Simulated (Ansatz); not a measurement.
MnO3F. Total charge 0; singlet. Geometry B3LYP-D4/def2-SVP, basis def2-TZVP, Ansatz.

| atom | x (Å) | y (Å) | z (Å) |
| --- | --- | --- | --- |
| Mn1 | -0.008 | 0.025 | -0.039 |
| O2 | 1.023 | 1.176 | -0.105 |
| O3 | 0.158 | -0.920 | -1.253 |
| O4 | -1.447 | 0.590 | 0.014 |
| F5 | 0.273 | -0.870 | 1.383 |

```
run  HOMO (eV)  LUMO (eV)
  A      -8.86      -6.51
  B      -9.04      -6.43
  C     -10.36      -5.68
  D     -11.86      -4.63
```

**Question.** The runs used CAM-B3LYP, LDA (SPW92), PBE0, r2SCAN. Estimate which is which.

**Answer.** A LDA (SPW92) (0 % exact exchange); B r2SCAN (0 % exact exchange); C PBE0 (25 % exact exchange); D CAM-B3LYP (range-separated). Exact exchange lowers occupied and raises empty levels; among semilocal functionals meta-GGAs tend to open the gap a little, and such runs are hard to tell apart. The gap grows from 2.35 eV (LDA (SPW92)) to 7.22 eV (CAM-B3LYP). The restricted singlet is unstable towards broken spin symmetry in Hartree–Fock (as tested in another run); at LDA (SPW92)/def2-TZVP, r2SCAN-D4/def2-TZVP, PBE0-D4/def2-TZVP, CAM-B3LYP-D4/def2-TZVP this wasn't settled.
